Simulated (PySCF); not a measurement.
Ge(vinyl)H3: computed shieldings and shifts

Ge(vinyl)H3, C2H6Ge.

Geometry:
```tsv
atom	x (Å)	y (Å)	z (Å)
Ge1	-0.179	0.319	-1.282
C2	-0.197	0.310	0.663
C3	0.372	-0.638	1.413
H4	-0.708	1.139	1.167
H5	0.899	-1.494	0.976
H6	0.338	-0.606	2.508
H7	1.269	0.316	-1.810
H8	-0.897	1.580	-1.798
H9	-0.897	-0.926	-1.838
```

GIAO calculations in PySCF 2.14 on the PBE0-D3(BJ)/def2-SVP structure: isolated species, non-relativistic, equivalent atoms averaged; basis pcSseg-1 (pcSseg-2 on Ge).

(1) Give the isotropic shieldings (ppm) with B3LYP, PBE, PBE0.

(2) And the chemical shifts, against references computed in the same way?

(3) Which part of the shielding of Ge1 depends on the functional?

(4) What couplings does PBE/pcJ-1 (pcSseg-1 on Ge) give?

Answers

(1) 
| atoms | environment | B3LYP | PBE | PBE0 |
| --- | --- | --- | --- | --- |
| Ge1 | germanium bonded to C, 3 H | 1547 | 1533 | 1582 |
| C3 | carbon bonded to C, 2 H | 34.7 | 37.0 | 38.8 |
| C2 | carbon bonded to C, Ge, H | 39.6 | 42.2 | 46.1 |
| H4 | hydrogen on a carbon bonded to C, Ge | 24.96 | 24.65 | 24.75 |
| H5/H6 | hydrogen on a carbon bonded to C | 25.17 | 24.88 | 24.92 |
| H7/H8/H9 | hydrogen on a germanium bonded to C | 27.23 | 26.93 | 27.08 |
| HOMO–LUMO gap (eV) | – | 6.96 | 5.29 | 7.41 |

(2) 
| atoms | nucleus, reference | B3LYP | PBE | PBE0 |
| --- | --- | --- | --- | --- |
| C3 | 13C, TMS | 144.5 | 143.0 | 145.6 |
| C2 | 13C, TMS | 139.7 | 137.9 | 138.3 |
| H4 | 1H, TMS | 6.43 | 6.55 | 6.52 |
| H5/H6 | 1H, TMS | 6.22 | 6.31 | 6.35 |
| H7/H8/H9 | 1H, TMS | 4.15 | 4.27 | 4.19 |

(3) Diamagnetic: B3LYP 2757, PBE 2757, PBE0 2757 ppm; paramagnetic: B3LYP -1210, PBE -1224, PBE0 -1175 ppm. The diamagnetic part, set mainly by inner electrons, hardly moves; the paramagnetic part goes with low-lying magnetically allowed excitations and carries the spread.

(4) 1J(C3,H5) = 153.0, 1J(C2,H4) = 149.3, 1J(C2,C3) = 65.2, 2J(H7,H8) = 5.1, 2J(C2,H7) = 4.9, 2J(H5,H6) = 3.1, 2J(C3,H4) = -3.0, 3J(H4,H5) = 17.4, 3J(C3,H7) = 3.7, 3J(H4,H7) = 2.1 Hz (averaged over equivalent pairs; isotopes 13C, 1H).

Relativistic effects, spin–orbit coupling among them, are left out; they matter for Ge and for the light atoms bonded to it.
